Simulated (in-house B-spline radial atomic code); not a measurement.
Ionising Xe⁵⁺ with different functionals

Computed with a radial B-spline atomic code at the basis-set limit: four-component Dirac-Coulomb Hamiltonian, Fermi nucleus of rms radius 4.7859 fm, spin-restricted, spherical fractional occupations for the functionals, and exact exchange of hybrids averaged over the configuration. The ionisation energy is the difference of two self-consistent energies, [Kr] 4d10 5s2 5p1 → [Kr] 4d10 5s2, without Breit or QED terms; ε is the level of the shell that loses the electron (mean over j). The electron is taken from both j subshells in proportion to 2j + 1, so the result is a j average, not the step between ground levels.

```json
{"method": "BHandHLYP", "rung": "global hybrid", "ΔSCF (eV)": "65.32", "-ε(5p) (eV)": "62.46"}
{"method": "PBE0", "rung": "global hybrid", "ΔSCF (eV)": "?", "-ε(5p) (eV)": "?"}
{"method": "HSE06", "rung": "range-separated hybrid", "ΔSCF (eV)": "65.21", "-ε(5p) (eV)": "60.48"}
{"method": "wB97X", "rung": "range-separated hybrid", "ΔSCF (eV)": "?", "-ε(5p) (eV)": "?"}
```

What does PBE0 give?

ΔSCF 65.13 eV, and -ε(5p) = 60.82 eV.

What does wB97X give?

ΔSCF 65.24 eV, and -ε(5p) = 63.51 eV.

Among the functionals, which spreads more, the ΔSCF values or the orbital energies?

The orbital energies: ΔSCF values span about 0.19 eV and the orbital energies 3.03 eV; here energy differences depend much less on the functional than eigenvalues do.

How do they compare with the NIST value?

NIST lists 66.70 eV ± 0.007 (measured, ground level to ground level). Errors run from -1.58 to -1.38 eV. The correlated functionals all miss on the same side by more than they spread, so the cause is common to them (Breit-QED terms, spin polarisation, the choice among j levels, multiplet and fine-structure energies, or a listed next ion that isn't the cheapest removal here) and closeness doesn't rank the functionals.
